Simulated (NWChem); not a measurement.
System: CH3BClIO; SMILES COB(Cl)I

The following NWChem deck was run.

```
start job
memory heap 200 mb stack 900 mb global 1100 mb
geometry units angstroms noautosym nocenter noautoz
  B     -0.020261     0.998682     0.000071
  Cl     1.443669     1.965013    -0.000314
  I      0.155232    -1.152669     0.000332
  O     -1.189061     1.626093     0.000177
  C     -2.494280     1.099689     0.000575
  H     -3.020004     1.466201     0.893916
  H     -3.019935     1.464532    -0.893495
  H     -2.491190    -0.000957     0.001571
end
basis spherical
  * library def2-svpd
end
ecp
  I library def2-ecp
end
dft
  xc pbe0
  iterations 150
end
property
  response 1 0.0
end
task dft property
```

Excerpt of the output:

```
             Northwest Computational Chemistry Package (NWChem) 7.3.0
             --------------------------------------------------------

                             Geometry "geometry" -> ""
                             -------------------------

 Output coordinates in angstroms (scale by  1.889725989 to convert to a.u.)

  No.       Tag          Charge          X              Y              Z
 ---- ---------------- ---------- -------------- -------------- --------------
    1 B                    5.0000    -0.02026100     0.99868200     0.00007100
    2 Cl                  17.0000     1.44366900     1.96501300    -0.00031400
    3 I                   53.0000     0.15523200    -1.15266900     0.00033200
    4 O                    8.0000    -1.18906100     1.62609300     0.00017700
    5 C                    6.0000    -2.49428000     1.09968900     0.00057500
    6 H                    1.0000    -3.02000400     1.46620100     0.89391600
    7 H                    1.0000    -3.01993500     1.46453200    -0.89349500
    8 H                    1.0000    -2.49119000    -0.00095700     0.00157100

 Effective nuclear repulsion energy (a.u.)     481.3348432217

                                 NWChem DFT Module
                                 -----------------

 Summary of "ao basis" -> "ao basis" (spherical)
 ------------------------------------------------------------------------------
       Tag                 Description            Shells   Functions and Types
 ---------------- ------------------------------  ------  ---------------------
 B                         def2-svpd                 8       20   4s2p2d
 Cl                        def2-svpd                11       27   5s4p2d
 I                         def2-svpd                13       35   5s5p3d
 O                         def2-svpd                 9       23   4s3p2d
 C                         def2-svpd                 8       20   4s2p2d
 H                         def2-svpd                 4        8   2s2p

            General Information
            -------------------
          SCF calculation type: DFT
          Wavefunction type:  closed shell.
          No. of atoms     :     8
          No. of electrons :    64
           Alpha electrons :    32
            Beta electrons :    32
          Charge           :     0
          Spin multiplicity:     1
          Use of symmetry is: off; symmetry adaption is: off
          Maximum number of iterations: 150
          AO basis - number of functions:   149
                     number of shells:    61
          Convergence on energy requested:  1.00D-06
          Convergence on density requested:  1.00D-05
          Convergence on gradient requested:  5.00D-04

              XC Information
              --------------
                         PBE0 Method XC Functional
                     Hartree-Fock (Exact) Exchange  0.250
          PerdewBurkeErnzerhof Exchange Functional  0.750
            Perdew 1991 LDA Correlation Functional  1.000 local
           PerdewBurkeErnz. Correlation Functional  1.000 non-local

             Grid Information
             ----------------
          Grid used for XC integration:  medium
          Radial quadrature: Mura-Knowles
          Angular quadrature: Lebedev.
          Tag              B.-S. Rad. Rad. Pts. Rad. Cut. Ang. Pts.
          ---              ---------- --------- --------- ---------
          B                   0.85       49          12.0       434
          Cl                  1.00       88          14.0       590
          I                   1.40      123          13.0       590
          O                   0.60       49          13.0       434
          C                   0.70       49          13.0       434
          H                   0.35       45          14.0       434
          Grid pruning is: on
          Number of quadrature shells:   493
          Spatial weights used:  Erf1

      Superposition of Atomic Density Guess
      -------------------------------------

 Sum of atomic energies:        -944.77757126

      Non-variational initial energy
      ------------------------------

 Total energy =    -896.274861
 1-e energy   =   -1929.308836
 2-e energy   =     736.825577
 HOMO         =      -0.342569
 LUMO         =       0.033024

   convergence    iter        energy       DeltaE   RMS-Dens  Diis-err
 ---------------- ----- ----------------- --------- --------- ---------
 d= 0,ls=0.0,diis     1   -897.3771967157 -1.19D+03  1.20D-02  6.77D-01
 d= 0,ls=0.0,diis     2   -897.3330691923  4.41D-02  7.01D-03  1.13D+00
 d= 0,ls=0.0,diis     3   -897.4632411076 -1.30D-01  9.79D-04  2.60D-02
 d= 0,ls=0.0,diis     4   -897.4653682632 -2.13D-03  4.70D-04  6.03D-03
 d= 0,ls=0.0,diis     5   -897.4660589330 -6.91D-04  1.36D-04  2.97D-04
  Resetting Diis
 d= 0,ls=0.0,diis     6   -897.4660979209 -3.90D-05  3.42D-05  3.25D-05
 d= 0,ls=0.0,diis     7   -897.4661016188 -3.70D-06  1.31D-05  6.75D-07
 d= 0,ls=0.0,diis     8   -897.4661016118  6.96D-09  6.11D-06  7.46D-07

         Total DFT energy =     -897.466101611800
      One electron energy =    -1932.476780186969
           Coulomb energy =      808.183314904921
    Exchange-Corr. energy =      -69.381033945893
 Nuclear repulsion energy =      296.208397616141

 Numeric. integr. density =       64.000002741828

[...]

 DFT Linear Response polarizability / au
 Frequency  =       0.0000000 / au
              X              Y              Z
 -----------------------------------------------
 X      85.7671478      0.9577043     -0.0041683
 Y       0.9576846     91.2534406     -0.0036778
 Z      -0.0041682     -0.0036779     61.2644675
 -----------------------------------------------
 Eigenvalues =      85.6047741     91.4158153     61.2644663
 Isotropic   =      79.4283519
 Anisotropic =      27.7067016
 -----------------------------------------------

 Magnetic Dipole Response Matrix (nonzero elements):

 Exiting AOResponse driver routine
```

Level: PBE0/def2-SVPD with def2 effective core potentials on I. All runs use the structure optimised with PBE0/def2-SVP. No frequency run checked for a minimum. def2 effective core potentials on I; no spin-orbit coupling.
